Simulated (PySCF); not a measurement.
Screening by computed properties: pick the candidate that meets the target.

Each SMILES stands for a single optimised conformer of the isolated species, non-relativistic unless stated. Electronic properties by PySCF.

Dipoles, sizes and rotational constants follow the conformer. The torsions of the flexible species, by atom-mapped SMILES:
- `[CH3:1][CH2:2][C:3]#[C:4][Si@H:5]([PH2:6])[CH:7]([CH3:8])[CH3:9]`: C4–Si5–C7–C8 -175°, H–P6–Si5–C4 -30°, H–P6–Si5–C4 63°
- `[CH3:1][Si@@H:2]([SiH3:3])[Si@@H:4]([SiH3:5])[CH2:6][SiH3:7]`: C1–Si2–Si4–Si5 -48°, Si2–Si4–C6–Si7 171°
- `[CH3:1][O:2][C:3](=[O:4])/[CH:5]=[CH:6]/[C:7]([F:8])([F:9])[F:10]`: C1–O2–C3–O4 0°, O2–C3–C5–C6 180°, C5–C6–C7–F8 -121°
- `[CH3:1][Si@@H:2]([SiH3:3])[Si@H:4]([SiH3:5])[CH2:6][SiH3:7]`: C1–Si2–Si4–Si5 -36°, Si2–Si4–C6–Si7 -65°

Question: Wanted: HOMO energy above -7.8 eV (PBE0/pcSseg-1) and dipole moment above 2 D (PBE0/pcSseg-1), at GFN2-xTB geometries. Which candidate meets both?
A. `COC(=O)/C=C/C(F)(F)F`
B. `C[Si@@H]([SiH3])[Si@@H]([SiH3])C[SiH3]`
C. `CCC#C[Si@H](P)C(C)C`
D. `C[Si@@H]([SiH3])[Si@H]([SiH3])C[SiH3]`

Answer: C. Computed values:
```
                               species  HOMO energy  dipole moment
                  COC(=O)/C=C/C(F)(F)F     -8.62 eV         3.04 D
 C[Si@@H]([SiH3])[Si@H]([SiH3])C[SiH3]     -7.87 eV         0.36 D
C[Si@@H]([SiH3])[Si@@H]([SiH3])C[SiH3]     -7.74 eV         1.16 D
                   CCC#C[Si@H](P)C(C)C     -7.05 eV         2.25 D
```
